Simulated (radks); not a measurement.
The numbers below are computed, except where a source is named.
Coulomb parameter of the 4f shell of the erbium ion Er2+ in the model configuration [Xe] 4f10 6p2, as a second difference U = [E(n + 1) + E(n - 1) - 2 E(n)] / (1)^2 with all orbitals relaxed. "Bare": the charge of the atom changes with n. "Screened": the 6p shell takes up the change at fixed total charge, which measures U(4f,4f) + U(6p,6p) - 2 U(4f,6p). Code: a radial shooting solver on a logarithmic mesh with Libxc functionals. Model: Dirac Kohn-Sham, PBE, spin-unpolarised, spherical densities, point nucleus; open shells are shared between the two j in proportion to 2j + 1.

| case | configuration | E - E(n) (eV) |
|---|---|---|
| start | [Xe] 4f10 6p2 | 0.000 |
| bare +1 | [Xe] 4f11 6p2 | -29.891 |
| bare -1 | [Xe] 4f9 6p2 | 49.612 |
| screened +1 | [Xe] 4f11 6p1 | -19.667 |
| screened -1 | [Xe] 4f9 6p3 | 30.012 |

U(bare) = 19.721 eV, U(screened by 6p) = 10.345 eV.
